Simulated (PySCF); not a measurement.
# One molecule, several mistakes: AlBGeH5O

Calculated results; nothing here was measured. They come from PySCF 2.14.0, an open-source quantum chemistry program, on an isolated molecule that a program drew, which may never have been made. The molecule is AlBGeH5O (charge 0, doublet), drawn as the SMILES string `[OH][AlH][B][GeH3]`.

Each row is a Hartree-Fock (HF) and frozen-core CCSD(T) single point in the cc-pV(D+d)Z basis, meant for a local HF minimum. Run 1 is clean. Each other run has one planted mistake out of seven kinds, and not every kind appears here: one electron removed, one electron added, multiplicity raised by two, geometry at a saddle point, minimal basis STO-3G, one bond length entered in bohr, all coordinates scaled. The reference is restricted for singlets and unrestricted otherwise, and also for a bond in bohr. Adding or removing an electron swaps singlet and doublet. Electrons count all cores. HOMO and LUMO are orbital energies over both spins, the gradient is its largest component, and the lowest frequency (negative if imaginary) is given only where the gradient is small. Bond lengths are over the 8 bonds as drawn. T1 is the CCSD diagnostic: over 0.02 (restricted) or 0.045 (unrestricted) a single reference is doubtful. Germanium has the cc-pVDZ-PP basis, with a core potential (ECP10MDF) in place of its 10 inner electrons, and its 3s, 3p and 3d shells are frozen in CCSD(T).

Geometry of the clean run:
```xyz
9
AlBGeH5O, angstrom
O    -1.5659    0.3562    1.0546
Al   -1.0152   -0.9008    0.0621
B     0.5743   -0.4790   -1.2060
Ge    2.1560   -0.0338   -2.4574
H    -2.2678    0.3440    1.6832
H    -1.6985   -2.3255    0.1172
H     1.7983   -0.1996   -3.9407
H     3.3924   -0.8977   -2.1740
H     2.5249    1.4359   -2.2096
```

```
run,electrons,basis functions,<S^2>,HOMO (eV),LUMO (eV),gradient (hartree/bohr),lowest frequency (cm^-1),mean bond (Å),longest bond (Å),T1,HF (hartree),CCSD(T) (hartree),mistake
1,63,99,0.760,-8.30,0.75,3.6e-06,34,1.6205,2.077,0.0154,-637.72967,-638.19652,no fault
2,63,99,1.596,-8.13,0.56,9.3e-03,-,1.7964,2.988,0.0451,-637.63287,-638.09026,one bond length entered in bohr
3,63,99,0.758,-8.35,0.85,8.6e-02,-,1.4909,1.911,0.0141,-637.66731,-638.12743,all coordinates scaled
4,62,99,0.000,-16.43,-6.02,5.0e-02,-,1.6205,2.077,0.0204,-637.46875,-637.92659,one electron removed
5,64,99,0.000,-0.65,6.34,3.9e-02,-,1.6205,2.077,0.0155,-637.71097,-638.21486,?
```

**Which mistake was planted in run 5, and what did it cost?**

It counts 64 electrons, one more than the clean run, at the same geometry and basis. So the mistake is: one electron added. Subtracting run 1 and multiplying by 627.51 kcal/mol a hartree, the energy moved by 11.7 kcal/mol in HF and -11.5 kcal/mol in CCSD(T).

Cautions from the logs. Run 2: T1 is over the limit, so its CCSD(T) energy is less reliable; run 4: T1 is over the limit, so its CCSD(T) energy is less reliable.
